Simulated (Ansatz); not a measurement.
System: CAuO, net charge 0, doublet state. The spin state was set by rule; other spins were not relaxed. 
Structure (B3LYP-D3(BJ)/def2-TZVP (Ansatz, a first-principles code) minimum search):
```xyz
3

Au    -0.2354    -0.2309    -0.2070
O      1.7288     1.3581     1.4415
C      0.7949     1.2293     0.8037
```
Charge 0, spin multiplicity 2.

Parts of the frozen-core correlation energy in def2-TZVPPD (Ansatz, hartree). Frozen orbitals: 6; correlated occupied orbitals by spin: 11 and 10; virtual: 119 and 120. Open shells are spin-unrestricted. No spin-orbit coupling. In def2 rows, elements after Kr have scalar-relativistic effective core potentials.

```csv
term,value
reference (HF),-247.55444
MP2 opposite-spin,(withheld)
MP2 same-spin,-0.23948
CCSD correlation,(withheld)
(T),(withheld)
T1 diagnostic,0.024
largest doubles amplitude,0.038
<S^2> of the reference,0.772
```

### Question
Fill in the missing entries.

### Answer

- MP2 opposite-spin, value: -0.52585
- CCSD correlation, value: -0.72768
- (T), value: -0.03715
